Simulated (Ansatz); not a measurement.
Isolated molecules relaxed with PBE0-D4/def2-TZVP in Ansatz; ΔE leaves out vibrations. CBS: MP2 limit from def2 TZ/QZ plus the TZ coupled-cluster correction, frozen cores. This one scheme is used for every species. DFT in def2-TZVPP. Triplets are unrestricted, without spin–orbit coupling. def2 core potentials past Kr. For Sn outer-core shells are correlated without core-valence functions, which leaves a few kJ/mol of doubt a bond. One conformer a species, not always the lowest.

Consider the formal loss of a carbene: `C[O][Sn]([OH])([F])[Cl]` → `[CH2]` (triplet) + `[OH][Sn]([OH])([F])[Cl]`.

Is it downhill or uphill in electronic energy at CCSD(T)/CBS, and by how much? (Best estimate.)

The calculation gave: Uphill: ΔE = +3.92 eV.

What do these levels give: r2SCAN, SCS-MP2/def2-TZVPP, CCSD/def2-TZVPP, MP2/def2-QZVPP, HF/CBS(def2), MP2/CBS(def2)? (Best estimate.)

The calculation gave: r2SCAN 3.68, SCS-MP2/def2-TZVPP 3.95, CCSD/def2-TZVPP 3.70, MP2/def2-QZVPP 3.95, HF/CBS(def2) 2.49, MP2/CBS(def2) 4.00 eV.

Largest T1 diagnostic among the species: 0.014.

From PBE to PBE0 (25 % exact exchange), in def2-TZVPP and without D4, ΔE moves by −0.10 eV. In def2-TZVPP, CCSD(T) changes the Hartree–Fock value by +1.33 eV (the triples alone add +0.11 eV) and MP2 by +1.41 eV. The D4 term adds +0.10 eV with B3LYP and +0.06 eV with PBE0; it sums over pairs of atoms, weighted by their polarisabilities, and B3LYP, whose exchange is more repulsive, gets the larger term.

B3LYP here is the variant with VWN-RPA as its local correlation; programs differ in this.
